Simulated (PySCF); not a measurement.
H7GeNSi, SMILES [SiH2](N)[GeH3], B3LYP/def2-SVP optimised geometry.

```
10

N      1.76    -1.10     0.00
Si     0.02    -1.10     0.00
Ge    -0.73     1.18     0.00
H      2.26    -0.57    -0.71
H      2.26    -1.96     0.21
H     -0.65    -1.80    -1.15
H     -0.43    -1.80     1.24
H     -2.26     1.27    -0.17
H     -0.09     1.96    -1.17
H     -0.34     1.90     1.31
```

Density from B3LYP/def2-TZVP in PySCF 2.14.0 at that geometry.

Minimum of the electron density along straight lines between bonded atoms, close to the bond critical point (lines longer than 1.1 times the sum of covalent radii, or with two minima, are not listed):

```json
[
 {"bond": "N1–Si2", "length / Å": "1.741", "ρ at the minimum / e bohr⁻³": "0.128", "∇²ρ there / e bohr⁻⁵": "0.52", "position (fraction from the first atom)": "0.60"},
 {"bond": "Si2–Ge3", "length / Å": "2.398", "ρ at the minimum / e bohr⁻³": "0.090", "∇²ρ there / e bohr⁻⁵": "-0.14", "position (fraction from the first atom)": "0.46"},
 {"bond": "N1–H4", "length / Å": "1.016", "ρ at the minimum / e bohr⁻³": "0.331", "∇²ρ there / e bohr⁻⁵": "-1.55", "position (fraction from the first atom)": "0.73"},
 {"bond": "N1–H5", "length / Å": "1.017", "ρ at the minimum / e bohr⁻³": "0.330", "∇²ρ there / e bohr⁻⁵": "-1.54", "position (fraction from the first atom)": "0.73"},
 {"bond": "Si2–H6", "length / Å": "1.503", "ρ at the minimum / e bohr⁻³": "0.119", "∇²ρ there / e bohr⁻⁵": "0.13", "position (fraction from the first atom)": "0.49"},
 {"bond": "Si2–H7", "length / Å": "1.493", "ρ at the minimum / e bohr⁻³": "0.120", "∇²ρ there / e bohr⁻⁵": "0.14", "position (fraction from the first atom)": "0.49"},
 {"bond": "Ge3–H8", "length / Å": "1.546", "ρ at the minimum / e bohr⁻³": "0.130", "∇²ρ there / e bohr⁻⁵": "0.06", "position (fraction from the first atom)": "0.59"},
 {"bond": "Ge3–H9", "length / Å": "1.548", "ρ at the minimum / e bohr⁻³": "0.129", "∇²ρ there / e bohr⁻⁵": "0.07", "position (fraction from the first atom)": "0.59"},
 {"bond": "Ge3–H10", "length / Å": "1.545", "ρ at the minimum / e bohr⁻³": "0.130", "∇²ρ there / e bohr⁻⁵": "0.06", "position (fraction from the first atom)": "0.59"}
]
```
